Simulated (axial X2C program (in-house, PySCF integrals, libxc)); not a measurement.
# Working with the constants of GaH⁺

A bond curve at the CCSD(T) level, with spin–orbit coupling, was computed with an axial X2C code built on PySCF integrals (basis Ga dyall-cv3z [9s9p7d4f1g], H dyall-v3z [6s2p1d] (cores contracted in-house)) for the state Ω = 1/2 (⟨Sz⟩ = 0.50, ⟨Lz⟩ = 0.00 at HF). Its fit gives Re = 1.6622 Å, ωe = 1243.4 cm⁻¹, ωexe = 125 cm⁻¹ and αe = 5.605e-01 cm⁻¹; the masses are 68.9256 and 1.0078 u. Two-component means X2C with spin–orbit coupling and atomic mean-field Coulomb and Gaunt terms.

Correlated methods: 13 electrons correlated (number of frozen shells: Ga 3 s, 2 p; H none), 193 virtual spin orbitals or spinors in MP2, 90 natural virtuals in coupled cluster.

(1) Find the reduced mass, Be and the force constant.

(2) A Morse curve ties αe to the other constants (Pekeris). How well does that hold?

(3) Scale the constants to the deuteride (D 2.0141 u) within the Born–Oppenheimer picture.

(4) Estimate the centrifugal constant by the Kratzer relation.

Occupations by symmetry block were frozen at the best pattern of an incomplete PBE0 search. Coupled cluster ran in a truncated set of natural virtual spinors; the MP2 energy of the rest was added. (T) has no such correction and the atoms are truncated less, which lowers De at CCSD(T) by a hundredth of an eV or more.

Results:

(1) From the CCSD(T) values: μ = 0.9933 u. Be = 16.8576/(μ Re²) = 6.143 cm⁻¹. k = 5.8918×10⁻⁷ μ ωe² = 0.905 mdyn/Å.

(2) αe(Morse) = 6Be²/ωe × (√(ωexe/Be) − 1) = 6.393e-01 cm⁻¹; the CCSD(T) curve gives 5.605e-01 cm⁻¹, a ratio of 1.14.

(3) ρ = √(μH/μD) = 0.7124; ωe = 885.8, ωexe = 63.4, Be = 3.118 cm⁻¹; the zero-point energy falls by 163 cm⁻¹.

(4) D = 4Be³/ωe² = 6.00e-04 cm⁻¹.
